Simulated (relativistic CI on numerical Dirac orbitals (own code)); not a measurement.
Co³⁺ (3d6) in a crystal field

Calculated by Dirac-Coulomb-Breit CI, orbitals from a KLI potential per configuration, model QED (radiative potential, 1s self-energy scaled to tabulated hydrogen-like ionisation energies), valence Slater integrals scaled by 0.65, one configuration in a parametric crystal field (own radial code).

Field parameters in Wybourne normalisation: D3d B²₀ = −7Dσ, B⁴₀ = −14Dq − 21Dτ, B⁴₃ = −14√(10/7) Dq. The field is a parameter set, without covalency.

S is read from ⟨S²⟩ = S(S + 1).

Levels (cm⁻¹, degeneracy): 0 (1), 9117 (2), 9127 (1), 9176 (1), 9192 (2), 9832 (2), 10038 (1), 10131 (1), 10405 (2), 10679 (2), 10893 (1), 10929 (1).

(1) Which field gives this pattern?
A. D3d, 10Dq = 21550, Dσ = 550, Dτ = -400 cm⁻¹
B. D3d, 10Dq = 21550, Dσ = -330, Dτ = -400 cm⁻¹
C. D3d, 10Dq = 21550, Dσ = -980, Dτ = -400 cm⁻¹
D. D3d, 10Dq = 21550, Dσ = -550, Dτ = -400 cm⁻¹

Answers

(1) D. D3d, 10Dq = 21550, Dσ = -550, Dτ = -400 cm⁻¹, ground level with S = 0.03.
